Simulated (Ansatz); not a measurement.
A run of Ansatz (development build ahead of 0.2.0) on singlet CuSiP at this shape:

```
atom   x (Å)    y (Å)   z (Å)
  Cu  0.0000   0.0000  0.0000
  Si  0.0000   2.1008  0.7646
   P  0.0000  -2.0662  0.7520
```

Its results:

```yaml
Converged: yes
Total_energy: -2270.79839 hartree
Spin_squared_of_the_determinant: 1.945
Stability_test: minimum
```

Problem. Which input gives this output? Name the method, the orbitals and the basis set, and write the input.

Solution. PBE0 (unrestricted) in pcseg-2.

```yaml
crystal:
  periodic: [false, false, false]
  atoms:
    - { symbol: Cu, position_ang: [0.0, 0.0, 0.0] }
    - { symbol: Si, position_ang: [0.0, 2.1008, 0.7646] }
    - { symbol: P, position_ang: [0.0, -2.0662, 0.752] }
basis:
  gaussian: { orbitals: pcseg-2 }
magnetization:
  spin_polarized: true
hamiltonian:
  xc: pbe0
```

Caution: the unrestricted determinant is a mixture of spin states.
